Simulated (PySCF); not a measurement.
## Correlation energy of Xe⁺ (xenon, charge +1)

[Kr] 4d10 5s2 5p4 5d1, one real determinant (an excited configuration). Calculation: PySCF 2.14, in aug-cc-pwCVTZ-DK3 with one added diffuse shell each of s, p, d, f type (11s10p8d5f1g, 125 functions); the spin-free X2C one-electron Hamiltonian (Gaussian nucleus). Frozen: [Kr] 4d10; 7 electrons correlated.

MP2 pair energies summed by pair of shells (mhartree):

```tsv
pair	energy	share (%)
5s-5p	-40.13	38.4
5p-5p	-38.65	37.0
5p-5d	-12.28	11.8
5s-5s	-7.41	7.1
5s-5d	-5.96	5.7
```

Total MP2 correlation energy: -104.43 mhartree.

Same-spin part -26.61 and opposite-spin part -77.83 mhartree; SCS-MP2 scales them by 1/3 and 6/5 to -102.26 mhartree.

The reference is one real determinant that mixes LS terms of this configuration.
